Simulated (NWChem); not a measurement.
**Correlation energy of HClSi**

```
Si
H 1 1.5382
Cl 1 2.0903 2 95.27
```
Charge 0, spin multiplicity 1.

The numbers come from NWChem runs, not from measurements. All single points use one geometry, from PBE0/def2-SVP, a minimum by its harmonic frequencies.

Basis set: cc-pVTZ. Each correlation energy counts from its own Hartree-Fock reference.

The correlated methods keep 10 core orbitals frozen. The structure started from a generated list of species. No row is a measurement; the coupled-cluster row has its own basis-set and correlation limits.

Question: Order these methods by the correlation energy they give, lowest first: CR-CCSD(T), CCSD+T(CCSD), SCS-MP2, RI-MP2.

Answer: CCSD+T(CCSD) (-335.8 mHa), CR-CCSD(T) (-332.8 mHa), SCS-MP2 (-291.3 mHa), RI-MP2 (-288.5 mHa)
